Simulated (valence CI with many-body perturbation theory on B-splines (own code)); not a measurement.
E1 transitions of Tl68+

Method: relativistic CI+MBPT: three valence electrons over a frozen Dirac-Fock core [Ne], a basis of 11 s, 11 p, 10 d, 8 f, 5 g, 2 h functions for each j, with the one-electron correlation potential Σ1, the two-electron term Σ2, the three-electron term Σ3, Breit, model QED; selected CI, second order for the rest, scaled by the run's own slope (own B-spline code, finite nucleus).

The last digits are not significant, and no measured levels were compared; by estimate large intervals hold to a few tenths of a per cent, small ones and those within an open d or f shell to about a per cent.

Lines 1 to 50 of 584 in falling wavelength, among levels below 4106.8 eV, chosen from the strongest by gf and those to the six lowest levels. Wavelengths and rates use the calculated energies. Electric multipoles are in the length gauge, E1 and E2 with the static RPA response of the core. Weak lines are less certain than strong ones. Lines between different terms over intervals too small for the method are left out, as are lines whose strength nearly cancels. The highest levels of a list are the least certain.

Levels are named by their leading jj configuration (3d3/2^4 stands for four electrons in 3d with j = 3/2), which in mixed levels can hold well under half, so a name can repeat and another be missing. Letters in brackets count levels of one name in rising energy.

| λ vac (nm) | Upper | Lower | A (s⁻¹) | log gf | Branch % |
| --- | --- | --- | --- | --- | --- |
| 15.46 | (3s 3p1/2 4p1/2) J=1/2 [a] | (3s 3p1/2 4s) J=1/2 [a] | 1.35e+10 | -1.01 | 0.0 |
| 15.34 | (3s 3p1/2 4p1/2) J=3/2 | (3s 3p1/2 4s) J=3/2 | 8.78e+09 | -0.91 | 0.0 |
| 14.28 | (3s^2 4p1/2) J=1/2 | (3s^2 4s) J=1/2 | 1.83e+10 | -0.95 | 0.1 |
| 12.54 | (3s 3p1/2 4p1/2) J=1/2 [b] | (3s 3p1/2 4s) J=3/2 | 2.39e+10 | -0.95 | 0.0 |
| 7.760 | (3s 3p1/2 3p3/2) J=3/2 [a] | (3s^2 3p3/2) J=3/2 | 2.60e+09 | -2.03 | 7.9 |
| 7.431 | (3p1/2 3p3/2 3d5/2) J=7/2 [b] | (3s 3p3/2 3d5/2) J=5/2 [b] | 1.36e+10 | -1.05 | 0.7 |
| 7.345 | (3p1/2 3d3/2 3d5/2) J=9/2 | (3s 3d3/2 3d5/2) J=7/2 [b] | 2.35e+10 | -0.72 | 5.8 |
| 7.332 | (3p1/2 3p3/2 3d5/2) J=9/2 | (3s 3p3/2 3d5/2) J=7/2 [b] | 1.25e+10 | -1.00 | 0.7 |
| 6.971 | (3p1/2 3d3/2 3d5/2) J=7/2 [a] | (3s 3d3/2 3d5/2) J=5/2 [a] | 1.68e+10 | -1.01 | 3.9 |
| 6.867 | (3s 3p1/2 3p3/2) J=5/2 | (3s^2 3p3/2) J=3/2 | 1.86e+10 | -1.10 | 99.9 |
| 6.859 | (3s 3p1/2 3d5/2) J=7/2 | (3s^2 3d5/2) J=5/2 | 3.00e+10 | -0.77 | 8.9 |
| 6.757 | (3p1/2 3d5/2^2) J=9/2 | (3s 3d5/2^2) J=7/2 | 4.58e+10 | -0.50 | 7.1 |
| 6.625 | (3p1/2 3d5/2^2) J=5/2 | (3s 3d5/2^2) J=3/2 | 3.75e+10 | -0.83 | 4.6 |
| 6.600 | (3s 3p1/2 3d3/2) J=3/2 [a] | (3s 3p1/2 3p3/2) J=3/2 [b] | 1.69e+09 | -2.36 | 0.4 |
| 6.473 | (3p1/2 3p3/2 3d5/2) J=9/2 | (3s 3p3/2 3d5/2) J=7/2 [a] | 1.55e+10 | -1.01 | 0.8 |
| 6.368 | (3s 3p1/2^2) J=1/2 | (3s^2 3p1/2) J=1/2 | 5.02e+10 | -1.21 | 100.0 |
| 6.354 | (3p1/2 3d3/2 3d5/2) J=5/2 [b] | (3s 3d3/2 3d5/2) J=5/2 [b] | 2.47e+10 | -1.05 | 0.5 |
| 6.347 | (3p1/2 3p3/2 3d3/2) J=7/2 | (3s 3p3/2 3d3/2) J=7/2 | 2.32e+10 | -0.95 | 0.6 |
| 6.336 | (3p1/2 3d5/2^2) J=1/2 | (3s 3d5/2^2) J=1/2 | 7.64e+10 | -1.04 | 7.1 |
| 6.316 | (3p1/2 3p3/2 3d5/2) J=5/2 [a] | (3s 3p3/2 3d5/2) J=3/2 [a] | 3.44e+10 | -0.91 | 1.2 |
| 6.204 | (3p1/2 3d5/2^2) J=3/2 | (3s 3d5/2^2) J=5/2 | 5.63e+10 | -0.89 | 6.1 |
| 6.168 | (3p1/2^2 3d5/2) J=5/2 | (3s 3p1/2 3d5/2) J=3/2 | 4.57e+10 | -0.81 | 9.7 |
| 6.122 | (3s 3p1/2 3d3/2) J=3/2 [b] | (3s 3p1/2 3p3/2) J=3/2 [b] | 4.15e+10 | -1.03 | 4.4 |
| 6.115 | (3s 3p1/2 3p3/2) J=3/2 [b] | (3s^2 3p3/2) J=3/2 | 3.29e+10 | -1.13 | 2.2 |
| 6.105 | (3p1/2 3d5/2^2) J=5/2 | (3s 3d5/2^2) J=5/2 | 4.25e+10 | -0.85 | 5.3 |
| 6.085 | (3p1/2 3d5/2^2) J=7/2 | (3s 3d5/2^2) J=9/2 | 5.52e+10 | -0.61 | 6.5 |
| 6.033 | (3p1/2 3p3/2 3d5/2) J=3/2 [a] | (3s 3p3/2 3d5/2) J=5/2 [a] | 5.16e+10 | -0.95 | 1.6 |
| 6.027 | (3p1/2^2 3d5/2) J=5/2 | (3s 3p1/2 3d5/2) J=5/2 [b] | 4.58e+10 | -0.82 | 9.7 |
| 5.926 | (3p1/2 3d3/2 3d5/2) J=7/2 [b] | (3s 3d3/2 3d5/2) J=9/2 | 5.68e+10 | -0.62 | 1.2 |
| 5.918 | (3p1/2 3d5/2^2) J=9/2 | (3s 3d5/2^2) J=9/2 | 3.72e+10 | -0.71 | 5.8 |
| 5.909 | (3p1/2 3p3/2 3d5/2) J=5/2 [a] | (3s 3p3/2 3d5/2) J=5/2 [a] | 3.48e+10 | -0.96 | 1.2 |
| 5.902 | (3s 3p1/2 3d3/2) J=3/2 [a] | (3s 3p1/2 3p3/2) J=5/2 | 2.77e+10 | -1.24 | 7.2 |
| 5.859 | (3p1/2 3p3/2^2) J=5/2 | (3s 3p3/2^2) J=5/2 | 3.41e+10 | -0.98 | 1.3 |
| 5.802 | (3p1/2 3p3/2 3d5/2) J=7/2 [b] | (3s 3p3/2 3d5/2) J=7/2 [a] | 3.06e+10 | -0.91 | 1.5 |
| 5.797 | (3s 3p1/2 3d3/2) J=5/2 | (3s 3p1/2 3p3/2) J=3/2 [b] | 1.11e+10 | -1.48 | 31.4 |
| 5.767 | (3s 3p1/2 3p3/2) J=1/2 | (3s^2 3p3/2) J=3/2 | 4.06e+10 | -1.39 | 0.7 |
| 5.738 | (3p1/2^2 3d3/2) J=3/2 | (3s 3p1/2 3d3/2) J=5/2 | 9.33e+10 | -0.73 | 49.3 |
| 5.730 | (3p1/2 3p3/2 3d5/2) J=5/2 [b] | (3s 3p3/2 3d5/2) J=7/2 [a] | 4.48e+10 | -0.88 | 1.1 |
| 5.715 | (3p1/2^2 3d5/2) J=5/2 | (3s 3p1/2 3d5/2) J=7/2 | 8.55e+10 | -0.60 | 18.1 |
| 5.696 | (3p1/2 3p3/2 3d5/2) J=7/2 [a] | (3s 3p3/2 3d5/2) J=9/2 | 6.55e+10 | -0.59 | 1.8 |
| 5.679 | (3p1/2 3p3/2 3d3/2) J=5/2 [a] | (3p1/2 3p3/2^2) J=5/2 | 3.56e+10 | -0.99 | 1.5 |
| 5.678 | (3p1/2 3p3/2^2) J=3/2 | (3s 3p3/2^2) J=5/2 | 6.76e+10 | -0.88 | 1.0 |
| 5.611 | (3p1/2 3d3/2 3d5/2) J=5/2 [b] | (3s 3d3/2 3d5/2) J=7/2 [a] | 3.20e+10 | -1.04 | 0.6 |
| 5.585 | (3p1/2 3p3/2 3d3/2) J=5/2 [b] | (3s 3p3/2 3d3/2) J=7/2 | 7.37e+10 | -0.68 | 1.2 |
| 5.516 | (3s 3p1/2 3d3/2) J=3/2 [b] | (3s 3p1/2 3p3/2) J=5/2 | 6.27e+10 | -0.94 | 6.7 |
| 5.494 | (3p1/2 3p3/2 3d5/2) J=9/2 | (3s 3p3/2 3d5/2) J=9/2 | 4.66e+10 | -0.68 | 2.5 |
| 5.452 | (3p1/2^2 3d3/2) J=3/2 | (3s 3p1/2 3d3/2) J=3/2 [b] | 6.19e+10 | -0.96 | 32.7 |
| 5.371 | (3s 3p1/2 3d3/2) J=3/2 [a] | (3s 3p1/2 3p3/2) J=3/2 [a] | 2.27e+10 | -1.41 | 5.9 |
| 5.252 | (3s 3p1/2 3d3/2) J=5/2 | (3s 3p1/2 3p3/2) J=5/2 | 1.31e+10 | -1.49 | 37.2 |
| 5.078 | (3s 3p1/2 3d3/2) J=1/2 | (3s 3p1/2 3p3/2) J=3/2 [b] | 1.11e+09 | -3.07 | 0.0 |
